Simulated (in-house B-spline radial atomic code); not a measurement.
Results of a calculation; reference values are marked as such.
**Making a Troullier-Martins d channel for Pd, r_c = 1.23 bohr**

Pd, [Kr] 4d10, non-relativistic LDA (VWN5), spherical and spin-unpolarised, from a B-spline radial code for spherical atoms (atomic units). The all-electron 4d level is ε = -0.160771 hartree, its outermost node lies just inside 0.45 bohr and its outer maximum at 1.09 bohr.

Inside r_c the pseudo-orbital is u(r) = r^3 exp(p(r)), with p = c0 + c2 r² + c4 r⁴ + … + c12 r¹². The seven coefficients follow from p and its first four derivatives at r_c, from zero curvature of the screened potential at the origin, c4 = −c2²/(2l + 5), and from the norm inside r_c. At r_c the all-electron orbital has P = 0.8269124, P' = -0.220645, the screened potential V = -2.840985, V' = 6.325877, V'' = -18.16863, and the norm inside is Q = 0.3964971.

What are p, p' and p'' at r_c?

p = ln(P/r_c^3) = ln(0.8269124/1.86087) = -0.81110. p' = P'/P − 3/r_c = -0.26683 − 2.43902 = -2.70585. The radial equation gives p'' = 2(V − ε) − 2(3) p'/r_c − p'² = -5.36043 − (-13.19929) − 7.32165 = 0.51721. Differentiating, p''' = 2V' + 2(3)p'/r_c² − 2(3)p''/r_c − 2p'p'' = 2.1966, and p'''' = 2V'' − 4(3)p'/r_c³ + 4(3)p''/r_c² − 2(3)p'''/r_c − 2p''² − 2p'p''' = -14.149.

For a trial c2 the five matching conditions are linear in c0, c6, c8, c10 and c12, and c2 is varied until the norm inside r_c equals Q. The root nearest zero gives:

```tsv
n	c_n
0	1.489136
2	-1.777788
4	-0.35117
6	0.8590334
8	-0.5486636
10	0.1704072
12	-0.02149595
```

Check c4 and p(r_c), and find the screened pseudopotential at the origin.

−c2²/9 = -0.35117, as listed. The terms c_n r_c^n are 1.48914, -2.68962, -0.80378, 2.97468, -2.87440, 1.35064, -0.25776, which sum to -0.81110. Inverting the radial equation, V_l(r) = ε + 3 p'/r + (p'' + p'²)/2, so V_l(0) = ε + (2l + 3) c2 = -0.160771 + 7 × (-1.77779) = -12.6053 hartree, finite where the all-electron potential diverges.

Orbitals and screened potentials:

```csv
r (bohr),P,u,V all-electron,V pseudo
0.123,-0.2597,0.00803,-231.1,-12.6
0.308,-0.3408,0.1092,-55.13,-12.34
0.492,0.125,0.3399,-23.42,-11.22
0.676,0.5426,0.6005,-12.3,-9.03
0.861,0.7686,0.7773,-7.139,-6.415
1.045,0.8413,0.8417,-4.397,-4.292
1.23,0.8269,0.8269,-2.841,-2.841
```

Logarithmic derivatives P'/P at R = 1.53 bohr, for energies E around ε:

```csv
E − ε (hartree),all-electron,pseudo
-0.5,0.322601,0.322107
-0.25,-0.0557409,-0.0559128
-0.1,-0.328323,-0.328359
0,-0.535368,-0.53537
0.1,-0.767766,-0.767815
0.25,-1.17735,-1.17774
0.5,-2.1055,-2.10805
```

With P(R) = 0.7280041 and a norm of 0.5799959 inside R, what slope in energy does norm conservation fix?

d(P'/P)/dE = −2 × (norm inside R)/P(R)² = -2.1887 per hartree·bohr at E = ε, for both atoms, since orbital and norm agree at R. Differences over ±0.1 hartree give -2.1972 (all-electron) and -2.1973 (pseudo), which also hold third-order terms. Half a hartree below ε the two curves differ by -0.0005.
